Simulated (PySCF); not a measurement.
## Atomic charges by several schemes

C₇H₉OP.
Z-matrix (Å and degrees, GFN2-xTB geometry), rows numbered from 1:
```
C 
O   1  1.4050
C   2  1.3675  1  119.56
C   3  1.3908  2  123.03  1     0.14
C   4  1.3858  3  122.96  2  -179.99
C   5  1.3755  4  123.88  3     0.05
P   6  1.7324  5  124.72  4    -0.03
C   3  1.3985  2  113.90  1  -179.84
C   8  1.5013  3  118.22  2    -0.06
H   1  1.0895  2  105.44  3   179.87
H   1  1.0954  2  111.73  3    61.41
H   1  1.0954  2  111.76  3   -61.69
H   4  1.0791  3  119.43  2     0.00
H   5  1.0829  4  117.53  3  -179.92
H   6  1.0824  5  118.78  4   179.95
H   9  1.0894  8  110.29  3    59.04
H   9  1.0896  8  110.31  3   -59.26
H   9  1.0879  8  110.52  3   179.86
```

Density: PBE0/pcSseg-1 (PySCF); schemes: Mulliken, IAO, Hirshfeld and ESP-fitted. One conformer (not necessarily the lowest) at the GFN2-xTB geometry, without solvent, vibrations or thermal averaging.

Problem. Tabulate the Mulliken, IAO, Hirshfeld and ESP-fitted charges.

Solution. In e:

```csv
atom,environment,Mulliken,IAO,Hirshfeld,ESP-fitted
C1,methoxy carbon,-0.039,-0.208,-0.031,-0.191
O2,aryl ether oxygen,-0.504,-0.330,-0.090,-0.182
C3,aromatic carbon bearing oxygen,+0.376,+0.203,+0.075,-0.017
C4,aromatic CH carbon,-0.201,-0.211,-0.073,+0.056
C5,aromatic CH carbon,-0.020,-0.129,-0.047,-0.510
C6,aromatic CH carbon,-0.405,-0.399,-0.123,+0.058
P7,phosphorus bonded to 2 C,+0.503,+0.358,+0.079,-0.252
C8,substituted aromatic carbon,-0.648,-0.232,-0.063,+0.316
C9,benzylic-type carbon,-0.121,-0.416,-0.131,-0.474
H10,methyl hydrogen,+0.136,+0.167,+0.057,+0.131
H11,methyl hydrogen,+0.112,+0.135,+0.045,+0.105
H12,methyl hydrogen,+0.112,+0.135,+0.045,+0.106
H13,aromatic hydrogen,+0.100,+0.151,+0.044,+0.109
H14,aromatic hydrogen,+0.095,+0.153,+0.051,+0.223
H15,aromatic hydrogen,+0.128,+0.162,+0.042,+0.124
H16,methyl hydrogen,+0.129,+0.157,+0.041,+0.124
H17,methyl hydrogen,+0.129,+0.157,+0.041,+0.125
H18,methyl hydrogen,+0.117,+0.145,+0.038,+0.151
```

Mean size of the charges over all atoms: Mulliken 0.215 e, IAO 0.214 e, ESP-fitted 0.181 e, Hirshfeld 0.062 e. Each set sums to the total charge, 0, to within 0.001 e. The Hirshfeld scheme weights the molecular density at each point by an atom's share of the summed free-atom densities. The Mulliken scheme gives each basis function's population to the atom it is centred on and halves the overlap population of two atoms between them.

Lowest charge. The schemes don't all agree: Mulliken C8 (-0.648); IAO C9 (-0.416); Hirshfeld C9 (-0.131); ESP-fitted C5 (-0.510).

Highest charge. The schemes don't all agree: Mulliken P7 (+0.503); IAO P7 (+0.358); Hirshfeld P7 (+0.079); ESP-fitted C8 (+0.316).

Problem. How closely do the schemes follow one another over all atoms?

Solution. Correlation coefficient and root-mean-square difference: IAO with Hirshfeld 0.99, 0.166 e; Mulliken with IAO 0.85, 0.148 e; Mulliken with Hirshfeld 0.83, 0.227 e; Hirshfeld with ESP-fitted 0.40, 0.205 e; IAO with ESP-fitted 0.37, 0.257 e; Mulliken with ESP-fitted -0.06, 0.368 e.

Problem. Sum the charges by element, for elements with more than one atom.

Solution. 
```csv
element,atoms,Mulliken,IAO,Hirshfeld,ESP-fitted
C,7,-1.057,-1.391,-0.393,-0.763
H,9,+1.059,+1.363,+0.405,+1.197
```
